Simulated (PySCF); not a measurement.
Magnetic shielding above rings: a mixed set.

Definitions: NICS(0) = −σiso at the ring centroid; NICS(1) = −σiso and NICS(1)zz = −σzz at ±1 Å along the ring normal z. Level: GIAO PBE0/pcSseg-1 (PySCF, non-relativistic, gas phase) on the GFN2-xTB geometries, one conformer each. Atom numbers follow the mapped SMILES.

**Question.** Order these rings by mean NICS(1)zz, lowest (most negative) first (ppm).
A. ring Si2–O5–C6–C7–C8–O9 in `[F:1][Si:2]1([O:3][SiH3:4])[O:5][CH2:6][CH2:7][CH2:8][O:9]1`
B. ring C2–N3–C4–N5–N6–C7 in `[CH3:1][c:2]1[n:3][cH:4][n:5][n:6][c:7]1[O:8][CH2:9][SiH3:10]`
C. ring P2–C3–C4–C5 in `[CH3:1][PH+:2]1[CH2:3][CH2:4][CH2:5]1` (charge +1)
D. ring Si5–C7–C8–C9 in `[CH:1]#[C:2][CH2:3][CH2:4][Si:5]1([F:6])[CH2:7][CH2:8][CH2:9]1`
E. ring C3–C4–N5–N6–C8 in `[CH3:1][O:2][C@H:3]1[CH:4]=[N:5][N:6]([CH3:7])[CH2:8]1`
F. ring C3–N4–N5–C6–N9 in `[CH3:1][CH2:2][c:3]1[n:4][n:5][c:6]([CH:7]=[O:8])[n:9]1[SiH3:10]`
G. ring C3–C4–C5–C10 in `[CH3:1][CH2:2][C@@H:3]1[CH:4]=[C:5]([C:6]([F:7])([F:8])[F:9])[C:10]1=[O:11]`

**Answer.** F (-29.2), B (-23.5), E (-4.5), G (-0.5), A (2.7), D (3.8), C (5.6).

```json
{"SMILES": "CCc1nnc(C=O)n1[SiH3]", "ring": "5-membered ring with 3 N; formal bonds all aromatic", "NICS(0)": "-9.8", "NICS(1)": "-11.8", "NICS(1)zz": "-29.2", "HOMA": "0.95", "rms pucker (Å)": "0.00", "ring atoms with four or more neighbours": "0"}
{"SMILES": "Cc1ncnnc1OC[SiH3]", "ring": "6-membered ring with 3 N; formal bonds all aromatic", "NICS(0)": "-4.6", "NICS(1)": "-10.1", "NICS(1)zz": "-23.5", "HOMA": "0.90", "rms pucker (Å)": "0.01", "ring atoms with four or more neighbours": "0"}
{"SMILES": "CO[C@H]1C=NN(C)C1", "ring": "5-membered ring with 2 N; formal bonds 1 double, 4 single", "NICS(0)": "-3.6", "NICS(1)": "-3.9", "NICS(1)zz": "-4.5", "HOMA": "–", "rms pucker (Å)": "0.05", "ring atoms with four or more neighbours": "2"}
{"SMILES": "CC[C@@H]1C=C(C(F)(F)F)C1=O", "ring": "4-membered carbocycle; formal bonds 1 double, 3 single", "NICS(0)": "4.0", "NICS(1)": "-2.7", "NICS(1)zz": "-0.5", "HOMA": "–", "rms pucker (Å)": "0.00", "ring atoms with four or more neighbours": "1"}
{"SMILES": "F[Si]1(O[SiH3])OCCCO1", "ring": "6-membered ring with 2 O and Si; formal bonds all single", "NICS(0)": "-2.4", "NICS(1)": "-1.4", "NICS(1)zz": "2.7", "HOMA": "–", "rms pucker (Å)": "0.20", "ring atoms with four or more neighbours": "4"}
{"SMILES": "C#CCC[Si]1(F)CCC1", "ring": "4-membered ring with Si; formal bonds all single", "NICS(0)": "1.2", "NICS(1)": "-0.7", "NICS(1)zz": "3.8", "HOMA": "–", "rms pucker (Å)": "0.01", "ring atoms with four or more neighbours": "4"}
{"SMILES": "C[PH+]1CCC1", "ring": "4-membered ring with P; formal bonds all single", "NICS(0)": "0.0", "NICS(1)": "-0.6", "NICS(1)zz": "5.6", "HOMA": "–", "rms pucker (Å)": "0.10", "ring atoms with four or more neighbours": "4"}
```

NICS(0) gives another order. The isotropic NICS(1) gives the same order. HOMA uses Krygowski's 1993 parameters; it is left out where a ring has a four-coordinate atom, a triple bond, no multiple bond or a kind of bond without parameters. NICS(1) and NICS(1)zz are means over the two faces.
